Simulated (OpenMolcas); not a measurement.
**Ti2+: ligand-field states by method**

Ti2+ with 6 ligands (water) in trigonal antiprismatic coordination (D3d) at 2.22 Å, a polar angle of 57.5° against the regular 54.74°. Ligand basis ANO-RCC-VDZP.

```json
{
 "Program": "OpenMolcas 26.06",
 "Basis": "ANO-RCC-VDZP [5s4p2d1f]",
 "Scalar Hamiltonian": "DKH2, point nucleus",
 "Active space": "2 electrons in 5 orbitals (3d)",
 "State averaging": "2S+1 = 3 even, 10 roots; 2S+1 = 1 even, 15 roots",
 "Spin-orbit coupling": "RASSI with atomic mean-field integrals over the reference wave functions"
}
```

I. CASSCF
II. SS-CASPT2, IPEA 0.25 Eh, imaginary shift 0.1 Eh (closed shells correlated: 3s 3p and the ligand valence shells)

Spin-free states in cm-1, each column counted from its own energy of the first state listed:

```json
{"State": "2S+1 = 3", "Degeneracy": "1", "I": "0", "II": "0"}
{"State": "2S+1 = 3", "Degeneracy": "2", "I": "2220", "II": "2470"}
{"State": "2S+1 = 3", "Degeneracy": "1", "I": "10487", "II": "10420"}
{"State": "2S+1 = 3", "Degeneracy": "2", "I": "11367", "II": "11500"}
{"State": "2S+1 = 1", "Degeneracy": "2", "I": "11900", "II": "9180"}
{"State": "2S+1 = 1", "Degeneracy": "2", "I": "14003", "II": "11880"}
{"State": "2S+1 = 1", "Degeneracy": "1", "I": "14523", "II": "11760"}
{"State": "2S+1 = 3", "Degeneracy": "1", "I": "21515", "II": "21200"}
{"State": "2S+1 = 3", "Degeneracy": "2", "I": "22953", "II": "20650"}
{"State": "2S+1 = 3", "Degeneracy": "1", "I": "23223", "II": "22500"}
{"State": "2S+1 = 1", "Degeneracy": "1", "I": "23861", "II": "20430"}
{"State": "2S+1 = 1", "Degeneracy": "2", "I": "25237", "II": "22340"}
{"State": "2S+1 = 1", "Degeneracy": "1", "I": "25307", "II": "21770"}
{"State": "2S+1 = 1", "Degeneracy": "1", "I": "26962", "II": "24160"}
{"State": "2S+1 = 1", "Degeneracy": "2", "I": "28221", "II": "26270"}
{"State": "2S+1 = 1", "Degeneracy": "2", "I": "36489", "II": "35020"}
{"State": "2S+1 = 1", "Degeneracy": "1", "I": "55172", "II": "48120"}
```

From I to II, I's first state of the same spin (2S+1 = 3) moves from 2220 to 2470 cm-1, by about +250 cm-1.

From I to II, I's first state of another spin (2S+1 = 1) moves from 11900 to 9180 cm-1, by about -2700 cm-1.

χT at 300 K: I 1.02, II 1.02 cm3 K/mol.

Roots that are degenerate in the reference are averaged as groups; the widest CASPT2 spread within a group is 110 cm-1 (the 2-fold group of multiplicity 3 near 20600 cm-1 above the lowest state of its run, II). Shifts and gaps below about the spread of the groups concerned are not significant. Over all roots computed the reference weight is 0.70 to 0.71 in II; a low but even weight reflects the number of correlated electrons. Ligand-to-metal charge-transfer states are missing. With no ligand orbital active B as a rule stays too high, so bands that hang on it stand too high and its fall with covalency is understated. Without dynamic correlation the repulsion within the d shell is too large (B by tens of per cent), so at a given field states of lower spin stand too high (holds for I). With metal d orbitals alone and no dynamic correlation the field as a rule comes out too small, by tens of per cent, by up to half for chloride and softer ligands (holds for I). With one d shell and no ligand orbital active, 10Dq can be off by tens of per cent for divalent 3d ions, low with halides held by bare charges and at times high in hosts (holds for II). Free-ion shares, where given, are those of the reference states; single-state CASPT2 does not remix them (holds for II). No measured value stands beside these numbers; the geometry was imposed, not optimised, and the real ion may take another.

A state without a sure symmetry label is named by its multiplicity alone.
